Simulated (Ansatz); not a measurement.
Basis-set series for BrClGaHO, SMILES `[OH][Ga]([Cl])[Br]`. Charge 0, multiplicity 1. Geometry: relaxed with PBE0-D4/def2-TZVP. It is one conformer, not always the lowest.

Z-matrix (Å, degrees):
```
Ga
O 1 1.766
Br 1 2.267 2 121.1
Cl 1 2.112 2 118.0 3 180.0
H 2 0.961 1 112.9 3 0.0
```

```tsv
functional	basis	functions	energy (Eh)	HOMO (eV)	LUMO (eV)
PBE0-D4	def2-TZVPP	183	-5034.45676	-8.90	-1.66
PBE0-D4	def2-QZVPP	335	-5034.57079	-8.93	-1.76
ωB97M-V	def2-TZVPP	183	-5034.94505	-11.13	0.24
ωB97M-V	def2-QZVPP	335	-5035.05479	-11.16	0.02
```

(1) Give the rows for def2-SVP. (Best estimate.)

Answers

(1) Computed: 
```json
{"functional": "PBE0-D4", "basis": "def2-SVP", "functions": "101", "energy (Eh)": "-5033.64166", "HOMO (eV)": "-8.78", "LUMO (eV)": "-1.49"}
{"functional": "ωB97M-V", "basis": "def2-SVP", "functions": "101", "energy (Eh)": "-5034.13323", "HOMO (eV)": "-10.97", "LUMO (eV)": "0.48"}
```

Positive LUMOs are unbound and depend on the basis. Scalar relativity is left out up to krypton.
